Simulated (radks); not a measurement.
Excited configurations of Li I: one electron is placed in a higher orbital outside [He]. The ground configuration is [He] 2s1. Calculated with a radial shooting solver on a logarithmic mesh with Libxc functionals: non-relativistic Kohn-Sham, LDA (Slater exchange, Perdew-Wang correlation), spin-polarised, spherical densities, point nucleus; open shells are filled with parallel spins first. Excitation = E - E(ground); binding = E(ion) - E, where the ion is the core of charge +1; n* = 1/sqrt(2 binding) in atomic units, and the quantum defect is n - n*.

3p: excitation (eV) 3.699; binding (eV) 1.773; n* 2.770; eigenvalue (eV) -1.035
3d: excitation (eV) 3.892; binding (eV) 1.580; n* 2.934; eigenvalue (eV) -0.783
4f: excitation (eV) 4.542; binding (eV) 0.931; n* 3.823; eigenvalue (eV) -0.468
5s: excitation (eV) 4.711; binding (eV) 0.761; n* 4.228; eigenvalue (eV) -0.507
5p: excitation (eV) 4.794; binding (eV) 0.678; n* 4.480; eigenvalue (eV) -0.447
5d: excitation (eV) 4.833; binding (eV) 0.639; n* 4.614; eigenvalue (eV) -0.411
5f: excitation (eV) 4.841; binding (eV) 0.632; n* 4.640; eigenvalue (eV) -0.381
7s: excitation (eV) 5.086; binding (eV) 0.386; n* 5.937; eigenvalue (eV) -0.269
7d: excitation (eV) 5.131; binding (eV) 0.342; n* 6.309; eigenvalue (eV) -0.235

The Delta-SCF ionisation energy is 5.472 eV (NIST Atomic Spectra Database: 5.392 eV, measured). Self-interaction in the functional shifts the binding energies and quantum defects, so they are the method's values and not measured ones.
